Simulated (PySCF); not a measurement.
## A parent and its derivatives

Computed with PySCF, TDDFT wB97X-D/def2-SVPD, vertical, gas phase, core orbitals frozen in the response. Geometries: PBE0-D3(BJ)/def2-SVP; one conformer of each isolated species. Triplets are in the Tamm–Dancoff approximation. Relativistic effects are left out although some hold elements past zinc.

Parent: `O=[C](O)[GeH3]`, with lowest singlet excitation energy 5.25 eV, HOMO–LUMO gap 11.02 eV, HOMO energy -9.88 eV, lowest triplet energy 4.64 eV, mean static polarisability 52.2 au. Its spectrum: 5.25 eV (f 0.003); 7.41 eV (f 0.116); 7.92 eV (f 0.064); 8.11 eV (f 0.115); 8.20 eV (f 0.008).

Shifts from the parent:

```csv
change,SMILES,Δ S1 (eV),Δ gap (eV),Δ HOMO (eV),Δ T1 (eV),Δ α (au)
H on Ge replaced by NH2,[NH2][GeH2][C](=O)O,-0.29,-0.84,+0.67,-0.29,+6.9
H on Ge replaced by SCH3,C[S][GeH2][C](=O)O,-0.17,-1.24,+1.11,-0.13,+32.1
```

Task: Predict the same shifts for this change: H on Ge replaced by OSiH3 (`O=[C](O)[GeH2][O][SiH3]`).

Result: Δ lowest singlet excitation energy +0.01 eV, Δ HOMO–LUMO gap -0.15 eV, Δ HOMO energy -0.06 eV, Δ lowest triplet energy -0.01 eV, Δ mean static polarisability +26.3 au. Spectrum: 5.26 eV (f 0.003); 7.09 eV (f 0.002); 7.13 eV (f 0.004); 7.21 eV (f 0.017); 7.53 eV (f 0.113). S1 falls most with H on Ge replaced by NH2 (-0.29 eV), and none raises it by more than 0.03 eV. S1 is simply the lowest singlet of each species and needn't be the same kind of state throughout.

Lowest levels of each derivative:
- `[NH2][GeH2][C](=O)O`: 4.96 eV (f 0.008); 6.38 eV (f 0.034); 7.08 eV (f 0.087)
- `O=[C](O)[GeH2][O][SiH3]`: 5.26 eV (f 0.003); 7.09 eV (f 0.002); 7.13 eV (f 0.004)
- `C[S][GeH2][C](=O)O`: 5.08 eV (f 0.004); 5.53 eV (f 0.012); 6.04 eV (f 0.004)
